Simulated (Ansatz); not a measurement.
Relaxation of C$_{2}$H$_{6}$BFS (11 atoms, charge 0, multiplicity 1), to a largest force component of 0.02 eV/Å in at most 40 steps.

Computed with RKS PBE-D4/6-31G in Ansatz 0.2.0.

```xyz
11
Properties=species:S:1:pos:R:3:forces:R:3
F -1.264 1.355 0.004 -3.41 1.52 -3.11
C -0.345 1.012 0.900 3.33 -0.56 2.89
C 0.047 -0.428 0.637 4.06 0.29 -0.08
B 0.839 -0.587 -0.783 -3.56 -1.30 1.61
S 0.003 -1.740 -2.090 0.24 0.28 -0.18
H 0.532 1.714 0.819 -0.26 -0.42 0.08
H -0.733 1.105 1.930 -0.21 0.13 0.10
H -0.772 -1.074 0.710 -1.72 -1.26 0.18
H 0.811 -0.724 1.472 -0.90 0.28 -1.03
H 1.752 0.003 -1.012 2.32 1.25 -0.63
H -0.804 -0.692 -2.565 0.12 -0.21 0.17
```

Where does it end, and by what steps?

The run converged. Limits of this set-up: no polarisation functions. After 20 steps the energy has fallen by 1.415 eV; H11 moved furthest, 1.48 Å.

```
step  energy less start (eV)  largest force component (eV/Å)  accepted
   0                  0.0000                           4.056       yes
   1                 -0.4837                           1.652       yes
   2                 -0.6944                           0.921       yes
   3                 -0.8541                           1.350       yes
   4                 -1.0661                           1.242       yes
   5                 -1.2303                           1.336       yes
   6                 -1.3612                           0.463       yes
   7                 -1.3172                           0.917        no
   8                 -1.3813                           0.164       yes
   9                 -1.3851                           0.036       yes
  10                 -1.3881                           0.078       yes
  11                 -1.3921                           0.051       yes
  12                 -1.3973                           0.211       yes
  13                 -1.4020                           0.176       yes
  14                 -1.4066                           0.114       yes
  15                 -1.4116                           0.096       yes
  16                 -1.4115                           0.167        no
  17                 -1.4137                           0.055       yes
  18                 -1.4145                           0.029       yes
  19                 -1.4146                           0.021       yes
  20                 -1.4147                           0.009       yes
```

```xyz
11
Properties=species:S:1:pos:R:3
F -0.822 1.875 -0.031
C -0.210 1.060 1.010
C -0.063 -0.361 0.473
B 0.708 -0.367 -0.901
S 0.259 -1.387 -2.346
H 0.772 1.508 1.242
H -0.865 1.120 1.896
H -1.053 -0.851 0.414
H 0.539 -0.950 1.199
H 1.702 0.285 -1.072
H -0.901 -1.988 -1.864
```

Whether the end is a true minimum wasn't checked by a vibrational analysis.

Time of the run: 70 s on 1 thread of Arm Neoverse V1, with other jobs on the host, peak memory 0.16 GiB.
